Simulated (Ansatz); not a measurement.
C₄H₁₀Al (SMILES C[CH2][Al+][CH2]C), charge +1, singlet (typed; the unrestricted solution is spin-contaminated), geometry from GFN2-xTB (such geometries of metal compounds can be far from the true shape), with bond 7-3 at 2.2 times its length; PBE0/STO-3G (Ansatz, a quantum-chemistry and plane-wave program).

The Ansatz input:
Ansatz 0.2 input:
```yaml
crystal:
  periodic: [false, false, false]
  atoms:
    - {symbol: Al, position_ang: [-0.09023144, 0.01356658, 0.20025252]}
    - {symbol: C, position_ang: [1.51854398, -0.83448371, 0.98657008]}
    - {symbol: C, position_ang: [1.70064142, -2.30365472, 0.52608516]}
    - {symbol: H, position_ang: [1.44417185, -0.80154327, 2.08862801]}
    - {symbol: H, position_ang: [2.41670119, -0.25032418, 0.71706835]}
    - {symbol: H, position_ang: [1.82072654, -2.37342995, -0.55488311]}
    - {symbol: H, position_ang: [-0.16857100, -3.66391479, 1.16219976]}
    - {symbol: H, position_ang: [2.59268864, -2.71916556, 0.99087900]}
    - {symbol: C, position_ang: [-1.70196876, 0.86206219, -0.57949163]}
    - {symbol: C, position_ang: [-1.40492777, 2.25919325, -1.18236869]}
    - {symbol: H, position_ang: [-2.47667148, 0.95678279, 0.20282012]}
    - {symbol: H, position_ang: [-2.12654163, 0.20669779, -1.36102555]}
    - {symbol: H, position_ang: [-0.67444291, 2.20108265, -1.98908825]}
    - {symbol: H, position_ang: [-1.02548809, 2.94818966, -0.42798177]}
    - {symbol: H, position_ang: [-2.32286815, 2.67859721, -1.58969727]}
basis:
  gaussian:
    orbitals: STO-3G
hamiltonian:
  xc: pbe0
total_charge: 1
scf: {lower_state_search: standard}
magnetization: {spin_polarized: true}
```

Output, abridged:

```
Functional definition: PBE0
509 factors; integrals over basis functions are off by at most 6.5e-5 eV
mean field evaluation 1: about -10753.5032 eV, gradient 2.5e1 eV
mean field evaluation 2: about -10744.0819 eV, gradient 3.4e1 eV
mean field evaluation 4: about -10757.9350 eV, gradient 8.2e0 eV
mean field evaluation 8: about -10758.5428 eV, gradient 1.1e-1 eV
mean field evaluation 16: about -10758.4489 eV, gradient 5.3e-5 eV
mean field evaluation 32: about -10759.6020 eV, gradient 2.2e-1 eV
mean field -10759.60250816 eV, -395.4080990543 hartree, gradient 2.7e-5 eV, S^2 0.858070; 3 other end points of the search recorded, 0 dependent functions left out
reference -10759.60253332 eV, -395.4080999790 hartree; 23, 23 occupied and 16, 16 virtual orbitals, 509 factors
Total energy: -10759.60253332 eV, -395.4080999790 hartree
```
